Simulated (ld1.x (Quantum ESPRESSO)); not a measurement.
# Cutoff test, Ta (Z = 73), PAW

ld1.x (Quantum ESPRESSO) 7.5 input, shortened:

```
&input
   title='Ta', zed=73., rel=1, dft='PZ', iswitch=3,
   config='[Xe] 4f14 5d3 6s2 6p0'
 /
 &inputp
   pseudotype=3, lpaw=.true., tm=.true., lloc=-1, rcloc=2.20,
   nlcc=.true., new_core_ps=.true.,
   which_augfun='BESSEL', rmatch_augfun=1.70
 /
6
6S  1  0   2.00   0.00  2.55  2.80  0.0
6S  1  0   0.00   3.05  2.55  2.80  0.0
6P  2  1   0.00   0.00  2.70  3.65  0.0
6P  2  1   0.00   0.30  2.70  3.65  0.0
5D  3  2   3.00   0.00  2.30  2.90  0.0
5D  3  2   0.00   3.60  2.30  2.90  0.0
 &test
   configts(1)='5d3 6s2 6p0'
 /
```

The pseudo-atom Hamiltonian at the reference potential is diagonalised in spherical Bessel functions j_l(qr) that vanish at 20 bohr, with q² up to the cutoff. All-electron valence levels (Ry): 6s -0.4131, 6p -0.1089, 5d -0.2782.

Task: How do the lowest levels (Ry) of each channel move with the cutoff, and are there ghosts?

Result:

```csv
cutoff (Ry),s #1,s #2,s #3,p #1,d #1,f #1,Σ f·Δε (mRy)
8,-0.4130,0.0029,0.1046,-0.1089,-0.2464,0.1086,95.6
10,-0.4131,-0.1341,0.0030,-0.1089,-0.2743,0.1086,11.9
12,-0.6961,-0.4131,0.0029,-0.1089,-0.2778,0.1086,1.3
15,-1.0191,-0.4131,0.0029,-0.1089,-0.2779,0.1086,0.9
18,-1.2220,-0.4131,0.0029,-0.1089,-0.2781,0.1086,0.4
21,-1.2670,-0.4131,0.0029,-0.1089,-0.2782,0.1086,0.1
400,-1.2933,-0.4131,0.0029,-0.1089,-0.2782,0.1086,0.0
```

Result: ghost state, extra bound levels that the all-electron valence spectrum of the same l lacks: s at -17.6 eV (a true bound ghost makes a file unfit for plane-wave use); 10 mRy is reached at 12 Ry and 1 mRy at 15 Ry.

Test run stopped at test 8 of 9 (negative rho).
